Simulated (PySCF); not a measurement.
C2H2BrCl.

```xyz
6

Cl     0.5566     2.1066     0.0000
C     -0.9771     1.3145     0.0000
C     -1.1640    -0.0071     0.0000
Br     0.2111    -1.2921     0.0000
H     -1.8339     1.9926     0.0000
H     -2.1717    -0.4256     0.0000
```
Charge 0, spin multiplicity 1.

Geometry: B3LYP-D3(BJ)/def2-SVP.

Calculation: PBE/pcSseg-1 run with PySCF. Non-relativistic, no solvent.

Problem. Give the absolute GIAO shielding of each atom: isotropic value and principal components (ppm). (An estimate is asked for; the answer gives what the named calculation found.)

Solution. 
```tsv
atom	σ(iso)	σ11	σ22	σ33	span
Cl1	677.2	426.5	734.4	870.7	444.2
C2	43.4	-56.1	75.2	110.9	167.0
C3	49.8	-42.7	75.3	116.8	159.5
Br4	2001.6	1360.2	2010.8	2633.7	1273.4
H5	24.8	20.5	26.5	27.4	6.9
H6	24.9	20.1	25.6	29.1	9.0
```
